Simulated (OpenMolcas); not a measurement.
## Cr5+, Mo5+, W5+: d down the group

* Program: OpenMolcas
* Method: SS-CASPT2, IPEA 0.25 Eh, imaginary shift 0.1 Eh
* Basis: ANO-RCC-VTZP
* Scalar Hamiltonian: DKH2, point nucleus
* Spin-orbit coupling: state interaction with AMFI integrals over the reference wave functions, term energies averaged over their components

Active space for each ion: 1 electron in 10 orbitals (d d); closed shells correlated by CASPT2: Cr5+ 3s 3p; Mo5+ 4s 4p; W5+ 5s 5p.

Computed levels in cm-1 above 2D 3/2:

```csv
Level,Cr5+,Mo5+,W5+
2D 5/2,923,2480,8930
weight of 2D in the lowest level (%),100,100,100
```

Measured, with the error of the calculation in %. Measured levels: Cr5+ from Sugar and Corliss, J. Phys. Chem. Ref. Data 6, 317 (1977); Mo5+ from Sugar and Musgrove, J. Phys. Chem. Ref. Data 17, 155 (1988); W5+ from the list in J. Phys. B 45, 035002 (2012).

```
 Level        Cr5+         Mo5+          W5+
2D 5/2  940 (-1.8)  2584 (-3.9)  8709 (+2.5)
```

The fine-structure level 2D 5/2 changes by a factor of 9.67 from Cr5+ to W5+.

CASPT2 does not keep the components of a term degenerate, so their means are used; among the terms shown or strongly mixed into the levels shown the widest spread is 11 cm-1 (3d 2D, Cr5+). With one active electron, CASPT2 adds the correlation within the correlated inactive shells and between them and that electron, and leaves the splitting within a term as the reference gives it. With one active electron outside closed inactive shells, the extra shells (4d) add no correlation to the reference (holds for Cr5+). With one active electron outside closed inactive shells, the extra shells (5d) add no correlation to the reference (holds for Mo5+). With one active electron outside closed inactive shells, the extra shells (6d) add no correlation to the reference (holds for W5+). Measured partners are found by configuration, term and J. A level has none where our copy of the source lacks it or the pairing is in doubt (some pairs that miss far off the trend of their configuration count as doubtful), and it then counts in no deviation. Only configurations of the active space appear.
